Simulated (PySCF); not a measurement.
Which determinant of CaZn⁺ lies lowest?

Unrestricted PBE0; basis Ca def2-SVP, Zn def2-SVP; no relativity; PySCF 2.14. Outer shells of the fragments: Ca+ 4s1; Zn 3d10 4s2.

Followed along the bond (rough minima from three points):

| 2Ms+1 | unpaired | ⟨S²⟩ at the start | R at minimum (Å) | Te (eV) |
| --- | --- | --- | --- | --- |
| 2 | σ ↑ | 0.76 | 3.25 | 0.00 |
| 2 | π ↑ | 0.76 | 2.80 | 1.07 |
| 2 | δ ↑ | 0.75 | 3.22 | 1.53 |
| 4 | σ ↑↑, π ↑ | 3.75 | 3.16 | 3.67 |

Solutions found at the starting distance of 2.880 Å, counted from the lowest of them; the search is not exhaustive and high or unbound solutions are not listed, so other states can lie among these:

| 2Ms+1 | unpaired | term | E (eV) | ⟨S²⟩ | ⟨Lz²⟩ | μ (D) |
| --- | --- | --- | --- | --- | --- | --- |
| 2 | σ ↑ | ²Σ⁺ | 0.00 | 0.76 | 0.00 | -4.12 |
| 2 | π ↑ | ²Π | 0.94 | 0.76 | 1.00 | -7.41 |
| 2 | δ ↑ | ²Δ | 1.50 | 0.75 | 4.00 | -4.81 |
| 4 | σ ↑↑, π ↑ | ⁴Π | 3.62 | 3.75 | 1.00 | -5.43 |
| 4 | σ ↑↑↑ | ⁴Σ⁺ | 3.98 | 3.75 | 0.00 | -4.17 |
| 4 | σ ↑, π ↑↑ | ⁴Σ⁻ | 4.51 | 3.75 | 0.00 | -6.27 |
| 4 | σ ↑↑, δ ↑ | ⁴Δ | 5.05 | 3.75 | 4.00 | -3.85 |

A term symbol is given only where ⟨S²⟩ and ⟨Lz²⟩ are close to those of a pure state; real π, δ and φ orbitals otherwise mix terms. A positive dipole points towards Zn; it is taken about the centre of mass and depends on that origin.

Compare the gap between the two lowest followed solutions at the starting distance with the gap between their minima.

At PBE0 the second solution (doublet, unpaired electrons π ↑) lies +0.94 eV from the first (doublet, unpaired electrons σ ↑) at 2.880 Å and +1.07 eV at the minima; the two curves relax by different amounts, since their minima lie near 2.80 and 3.25 Å.

Counting both spins, an empty level lies below a filled one in some of these solutions, because spin and occupation are held.
